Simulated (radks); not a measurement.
Task: Radial electron density D(r) = 4 pi r^2 rho(r) of an atom or ion with 44 electrons. Calculated with a radial shooting solver on a logarithmic mesh with Libxc functionals: Dirac Kohn-Sham, exchange-only B88, spin-unpolarised, spherical densities, point nucleus.

```
   r/bohr * D(r) (the largest magnitude, 71.6, reaches the edge; | marks zero)
   0.0022 |  *
 0.002864 |    *
 0.003759 |       *
 0.004934 |           *
 0.006477 |                *
 0.008502 |                       *
  0.01116 |                              *
  0.01453 |                                     *
  0.01907 |                                          *
  0.02503 |                                           *
  0.03286 |                                        *
  0.04313 |                                     *
  0.05661 |                                       *
  0.07431 |                                               *
  0.09676 |                                                      *
    0.127 |                                                  *
   0.1667 |                                      *
   0.2188 |                                    *
   0.2872 |                                          *
    0.377 |                                     *
   0.4909 |                     *
   0.6444 |           *
   0.8458 |           *
     1.11 |          *
    1.457 |      *
    1.913 |  *
    2.491 |*
    3.269 *
    4.291 *
    5.632 *
```

What is the nuclear charge?

Result: Z = 45. The innermost maximum, from 1s, lies near gamma/Z bohr with gamma = sqrt(1 - (Z/c)^2) = 0.945, here 0.021 bohr (found: 0.0229), and its height grows with Z. The density is that of the rhodium ion Rh+ in [Kr] 4d8; the configuration itself is not fixed sharply by these data, and Z only to a few units. D(r) has 4 maxima, at r = 0.0229, 0.102, 0.309, 0.931 bohr, and minima at 0.0460, 0.200, 0.715 bohr, inside which lie 2.06, 11.18, 29.12 electrons.
